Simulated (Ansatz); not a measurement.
Torsional profile of SMILES C=C/C=C\N (C4H7N). Scanned: dihedral C3–C4–N5–H11; all other coordinates were relaxed at B3LYP-D3(BJ)/def2-SVP.

Geometry of the scan point at -105° (Å):
```
12

C     -2.2716     0.1355     0.1288
C     -0.9745    -0.1783    -0.0386
C      0.1401     0.7057     0.2566
C      1.4465     0.4418     0.0209
N      1.9908    -0.6999    -0.5940
H     -3.0671    -0.5822    -0.0849
H     -2.5748     1.1241     0.4881
H     -0.7310    -1.1846    -0.4019
H     -0.1047     1.6829     0.6845
H      2.1985     1.1636     0.3618
H      2.4314    -1.3337     0.0754
H      1.2741    -1.2438    -1.0731
```

Computed with CCSD(T) on RHF/cc-pVTZ, frozen core // B3LYP-D3(BJ)/def2-SVP (Ansatz, a first-principles code).

Scanned values (°): -165, -135, -105, -75, -45, -15, 15, 45, 75, 105, 135, 165.

Q: Locate the minima and the barriers on this grid.

A: Lower than their neighbours: -135° (0.1 kcal/mol), -15° (0.0 kcal/mol), 135° (0.1 kcal/mol). Higher than their neighbours: -165° (0.3 kcal/mol), -105° (2.4 kcal/mol), 105° (2.4 kcal/mol). The whole profile spans 2.4 kcal/mol.
